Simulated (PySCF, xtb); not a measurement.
2,3-dihydrothiophene (C4H6S), SMILES C1=CSCC1.

xtb with GFN2-xTB at its own geometry gives an orbital gap of 3.75 eV and a dipole moment of 2.33 D.

Geometry: PBE-D3(BJ)/def2-SVP. The values are those of a single conformer.

What does PySCF with M06-2X/def2-TZVP give? (Estimate from the structure and the level; the computed values follow.)

gap 7.95 eV (levels -6.96 and 0.99 eV), dipole 1.59 D.
